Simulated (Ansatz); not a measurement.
Reaction (redistribution): `[OH][GeH]([OH])[O][SiH3]` + `N[SiH2]S[SiH3]` → `[OH][GeH2][O][SiH3]` + `N[SiH](O)S[SiH3]`

Computed with Ansatz on PBE0-D4/def2-TZVP structures; ΔE is electronic, products minus reactants. CCSD(T)/CBS is the MP2 limit (def2-TZVPP, def2-QZVPP) plus CCSD(T) − MP2 in def2-TZVPP, frozen cores. Functionals use def2-TZVPP. For Ge outer-core shells are correlated without core-valence functions, which leaves a few kJ/mol of doubt a bond. Scalar relativity is left out up to krypton. One conformer a species, not always the lowest.

```json
{"level": "PBE-D4", "ΔE (eV)": "-0.60"}
{"level": "HF/def2-TZVPP", "ΔE (eV)": "-0.62"}
```

What does CCSD(T)/CBS give? (Estimate.)

Computed: -0.63 eV. The listed levels differ from it by 0.03, 0.01 eV.

Largest T1 diagnostic among the species: 0.012.
